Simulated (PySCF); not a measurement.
## Nuclear quadrupole coupling in `C#CC[P@](=O)(O)CC=C`

Compound: C6H9O2P.
Structure used (GFN2-xTB), in Å, numbered top down from 1:
```
atom  x, y, z in Å
C1    -2.7017    2.1652   -0.4384
C2    -2.4007    1.1453    0.1109
C3    -1.9966   -0.0814    0.7494
P4    -0.5616   -0.7779   -0.1784
O5    -0.8621   -1.3679   -1.4863
O6    -0.0038   -1.8859    0.8580
C7     0.7310    0.5376   -0.1754
C8     1.9132   -0.0339   -0.8754
C9     3.0458   -0.3560   -0.2776
H10   -2.9869    3.0553   -0.9141
H11   -2.8025   -0.8184    0.7074
H12   -1.7121    0.0911    1.7884
H13    0.2079   -2.6804    0.3648
H14    0.3194    1.3912   -0.7158
H15    0.9633    0.8223    0.8498
H16    1.7698   -0.2227   -1.9307
H17    3.8676   -0.7948   -0.8164
H18    3.2012   -0.1820    0.7749
```

Field gradients from the PBE0/pcSseg-1 density (PySCF, non-relativistic), principal values in atomic units, ordered |Vxx| ≤ |Vyy| ≤ |Vzz|:

| atom | Vxx | Vyy | Vzz |
| --- | --- | --- | --- |
| O5 | -0.3028 | -0.4722 | 0.7750 |
| O6 | -0.1518 | -1.3684 | 1.5201 |

Question: Find the asymmetry η = (Vxx − Vyy)/Vzz and the couplings χ = eQV/h (234.96 MHz × Q in barn × V in au), with Q(17O) = −0.0256 b.

Answer: 
```tsv
atom	environment	nucleus	η	χzz (MHz)	χxx (MHz)	χyy (MHz)
O5	phosphoryl oxygen	17O	0.22	-4.662	1.821	2.841
O6	hydroxyl oxygen	17O	0.80	-9.14	0.91	8.23
```

Question: What is Vzz at O5 in SI units (1 au = 9.71736 × 10²¹ V/m²)?

Answer: 0.7750 au = 7.531 × 10²¹ V/m².

Question: And the gradient at the other heavy atoms, for which no coupling is worked out here?

Answer: 
```json
{"atom": "C1", "environment": "terminal alkyne carbon", "Vzz (au)": "-0.276", "η": "0.03"}
{"atom": "C2", "environment": "alkyne carbon", "Vzz (au)": "-0.266", "η": "0.04"}
{"atom": "C3", "environment": "sp3 carbon bound to phosphorus", "Vzz (au)": "0.102", "η": "0.67"}
{"atom": "P4", "environment": "phosphoryl phosphorus", "Vzz (au)": "0.705", "η": "0.87"}
{"atom": "C7", "environment": "sp3 carbon bound to phosphorus", "Vzz (au)": "-0.067", "η": "0.90"}
{"atom": "C8", "environment": "alkene CH carbon", "Vzz (au)": "0.312", "η": "0.71"}
{"atom": "C9", "environment": "terminal =CH2 carbon", "Vzz (au)": "0.298", "η": "0.40"}
```

Were the hydrogens deuterons (Q(2H) = 0.00286 b), χzz would run from 202 kHz (H11) to 324 kHz (H13).

Isolated species at its GFN2-xTB geometry (one conformer only). GFN2-xTB bond lengths can be off by several hundredths of an ångström, more for odd bonds, and the gradients follow them. These gradients aren't converged with respect to the basis.

The run behind these numbers computed NMR shieldings as well. Time: 36 s. Hardware: x86-64 server, one thread, no GPU, on a shared host.
